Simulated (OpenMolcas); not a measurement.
**Mn2+: ligand-field states by method**

Mn2+ with 4 ligands (sulfide) in square-planar coordination (D4h) at 2.44 Å. A charge of +1.5 e stands 2.6 Å behind each ligand. Ligand basis ANO-RCC-VDZP.
```
Mn    0.0000    0.0000    0.0000
S     2.4400    0.0000    0.0000
S     0.0000    2.4400    0.0000
S    -2.4400    0.0000    0.0000
S     0.0000   -2.4400    0.0000
```

- Program: OpenMolcas
- Basis: ANO-RCC-VDZP [5s4p2d1f]
- Scalar Hamiltonian: DKH2, point nucleus
- Active space: 5 electrons in 5 orbitals (3d)
- State averaging: 2S+1 = 6 even, 1 root; 2S+1 = 4 even, 24 roots; 2S+1 = 2 even, 75 roots
- Spin-orbit coupling: RASSI with atomic mean-field integrals over the reference wave functions

I. CASSCF
II. SS-CASPT2, IPEA 0.25 Eh, imaginary shift 0.1 Eh (closed shells correlated: 3s 3p and the ligand valence shells)
III. SS-CASPT2, IPEA 0.5 Eh, imaginary shift 0.1 Eh (closed shells correlated: 3s 3p and the ligand valence shells)

Spin-free states (labels of D4, the rotations of D4h) in cm-1, each column counted from its own energy of the first state listed:

```json
{"State": "6A1", "Degeneracy": "1", "I": "0", "II": "0", "III": "0"}
{"State": "4A2", "Degeneracy": "1", "I": "28193", "II": "24200", "III": "23460"}
{"State": "4E", "Degeneracy": "2", "I": "29169", "II": "24470", "III": "24300"}
{"State": "4B1", "Degeneracy": "1", "I": "29209", "II": "23810", "III": "23910"}
{"State": "4A1", "Degeneracy": "1", "I": "30234", "II": "25520", "III": "25870"}
{"State": "4B2", "Degeneracy": "1", "I": "30399", "II": "25570", "III": "25810"}
{"State": "4E", "Degeneracy": "2", "I": "30427", "II": "25480", "III": "25680"}
{"State": "4A1", "Degeneracy": "1", "I": "30558", "II": "26030", "III": "26390"}
{"State": "4E", "Degeneracy": "2", "I": "33940", "II": "27580", "III": "27650"}
{"State": "4B1", "Degeneracy": "1", "I": "36306", "II": "29120", "III": "29430"}
{"State": "4A2", "Degeneracy": "1", "I": "36951", "II": "32490", "III": "31960"}
{"State": "4A1", "Degeneracy": "1", "I": "37546", "II": "31050", "III": "31640"}
{"State": "4B2", "Degeneracy": "1", "I": "37719", "II": "30630", "III": "30960"}
{"State": "4E", "Degeneracy": "2", "I": "38919", "II": "32840", "III": "32800"}
{"State": "2A2", "Degeneracy": "1", "I": "41623", "II": "35440", "III": "35170"}
{"State": "2E", "Degeneracy": "2", "I": "41698", "II": "35210", "III": "34910"}
{"State": "2B2", "Degeneracy": "1", "I": "41891", "II": "35670", "III": "35700"}
{"State": "2B1", "Degeneracy": "1", "I": "42311", "II": "35990", "III": "35980"}
{"State": "2A1", "Degeneracy": "1", "I": "42387", "II": "35800", "III": "36140"}
{"State": "2E", "Degeneracy": "2", "I": "42396", "II": "35960", "III": "36190"}
```

From I to II, I's first state of another spin (4A2) moves from 28193 to 24200 cm-1, by about -4000 cm-1. In II another state of that kind comes below it.

χT at 300 K: I 4.39, II 4.39, III 4.39 cm3 K/mol.

Over all roots computed the reference weight is 0.69 to 0.71 in II, 0.70 to 0.72 in III; a low but even weight reflects the number of correlated electrons. The sulfide ions are held by bare point charges, a crude embedding. Ligand-to-metal charge-transfer states are missing. With no ligand orbital active B as a rule stays too high, so bands that hang on it stand too high and its fall with covalency is understated. Without dynamic correlation the repulsion within the d shell is too large (B by tens of per cent), so at a given field states of lower spin stand too high (holds for I). CASSCF with metal d orbitals alone favours high spin, so a ground state of lower spin is not ruled out (holds for I). With metal d orbitals alone and no dynamic correlation the field as a rule comes out too small, by tens of per cent, by up to half for chloride and softer ligands (holds for I). Free-ion shares, where given, are those of the reference states; single-state CASPT2 does not remix them (holds for II; III). No measured value stands beside these numbers; the geometry was imposed, not optimised, and the real ion may take another.
